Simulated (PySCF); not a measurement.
## SMILES [H]/N=C\C#C[C@H]1C[Si@H]1C, C6H9NSi

Geometry (Å), atoms numbered from 1 in this order:
```xyz
17

C    -1.942   -0.049    1.491
Si   -1.858    0.853   -0.164
C    -1.334   -0.094   -1.697
C    -0.198    0.791   -1.133
C     0.913    0.152   -0.552
C     1.807   -0.455   -0.004
C     2.923   -1.057    0.609
N     4.044   -0.526    0.865
H    -1.695    0.616    2.314
H    -1.239   -0.877    1.512
H    -2.937   -0.444    1.674
H    -2.642    2.066   -0.343
H    -1.685    0.193   -2.679
H    -1.148   -1.158   -1.639
H     0.066    1.651   -1.737
H     2.801   -2.100    0.897
H     4.118    0.450    0.577
```

Method used: TDDFT PBE0/def2-SVPD circular dichroism and optical rotation, one conformer, gas phase in PySCF. Geometry: GFN2-xTB.

States above about 6.6 eV (minus the energy of the highest occupied orbital) lie near or above the ionisation threshold and depend on the basis.

Draw the ECD and absorption spectra from the lowest 16 states, each a Gaussian of half-width 0.3 eV at 1/e height.


| E (eV) | λ (nm) | Δε (L mol⁻¹ cm⁻¹) | ε (L mol⁻¹ cm⁻¹) |
| --- | --- | --- | --- |
| 4.06 | 306 | +0.01 | 69 |
| 4.21 | 295 | -0.21 | 581 |
| 4.36 | 285 | -1.80 | 3050 |
| 4.51 | 275 | -7.14 | 9810 |
| 4.66 | 266 | -16.48 | 19300 |
| 4.81 | 258 | -25.14 | 23200 |
| 4.96 | 250 | -28.45 | 17100 |
| 5.11 | 243 | -25.00 | 7920 |
| 5.26 | 236 | -15.99 | 2420 |
| 5.41 | 229 | -6.37 | 648 |
| 5.56 | 223 | +0.82 | 591 |
| 5.71 | 217 | +8.33 | 1440 |
| 5.86 | 212 | +17.99 | 2770 |
| 6.01 | 206 | +25.55 | 3690 |
| 6.16 | 201 | +25.30 | 3810 |
| 6.31 | 197 | +17.01 | 4060 |
| 6.46 | 192 | +9.07 | 5410 |
| 6.61 | 188 | +9.95 | 7930 |
| 6.76 | 183 | +12.04 | 11000 |
| 6.91 | 179 | +0.74 | 13800 |

Δε uses R in velocity form, ε uses f in length form. Only the states computed contribute, so the short-wavelength end is incomplete.
